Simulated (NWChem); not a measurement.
# TiF3, doublet; SMILES [F][Ti]([F])[F]

```xyz
4

Ti     0.0000     0.0000     0.0000
F     -1.7606     0.0418     0.0000
F      0.9165     1.5038     0.0000
F      0.8441    -1.5456     0.0000
```
Atoms are numbered in this order, from 1.

Level: PBE-D3(BJ)/def2-SVP, spin-unrestricted (NWChem), optimised geometry, unscaled harmonic frequencies. In the optimisation the excess spin sits in a' (C3h, its own frame).

| frequency (cm⁻¹) | IR intensity (km/mol) |
|---|---|
| 62 | 25.2 |
| 183 | 8.7 |
| 183 | 8.7 |
| 670 | 0.0 |
| 805 | 193.9 |
| 805 | 193.8 |

```json
{
  "zero_point_energy": "3.9 kcal/mol",
  "thermal correction to the enthalpy at 298.15 K (with zero-point energy)": "7.7 kcal/mol",
  "heat capacity Cv": "13.8 cal/(mol K)",
  "dipole_moment": "0.00 D"
}
```

Rigid rotor and harmonic oscillator; modes under 100 cm⁻¹ make the entropy uncertain.
